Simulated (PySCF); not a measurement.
Radial density of Ga⁺ (gallium, charge +1)

UHF, [Ar] 3d10 4s2, closed-shell 1S. All numbers are calculated (PySCF 2.14, scalar relativity through the core potential, in aug-cc-pVQZ-PP with one added diffuse shell each of s, p, d, f, g type with ECP10MDF (8s7p6d4f3g, 114 functions)). This is the valence pseudo-density: the core potential removes the inner electrons and smooths the orbitals near the nucleus.

```json
{"r (bohr)": "0.00178", "4πr²ρ (e/bohr)": "1.504e-05"}
{"r (bohr)": "0.00299", "4πr²ρ (e/bohr)": "4.126e-05"}
{"r (bohr)": "0.00503", "4πr²ρ (e/bohr)": "0.0001084"}
{"r (bohr)": "0.00846", "4πr²ρ (e/bohr)": "0.0002661"}
{"r (bohr)": "0.0142", "4πr²ρ (e/bohr)": "0.0006144"}
{"r (bohr)": "0.0239", "4πr²ρ (e/bohr)": "0.001370"}
{"r (bohr)": "0.0403", "4πr²ρ (e/bohr)": "0.004636"}
{"r (bohr)": "0.0677", "4πr²ρ (e/bohr)": "0.03875"}
{"r (bohr)": "0.114", "4πr²ρ (e/bohr)": "0.3908"}
{"r (bohr)": "0.192", "4πr²ρ (e/bohr)": "2.777"}
{"r (bohr)": "0.322", "4πr²ρ (e/bohr)": "12.95"}
{"r (bohr)": "0.542", "4πr²ρ (e/bohr)": "26.78"}
{"r (bohr)": "0.912", "4πr²ρ (e/bohr)": "13.50"}
{"r (bohr)": "1.53", "4πr²ρ (e/bohr)": "2.799"}
{"r (bohr)": "2.58", "4πr²ρ (e/bohr)": "0.8547"}
{"r (bohr)": "4.34", "4πr²ρ (e/bohr)": "0.08687"}
{"r (bohr)": "7.30", "4πr²ρ (e/bohr)": "0.0005107"}
```

Energies and moments cover only the electrons outside the core potential.
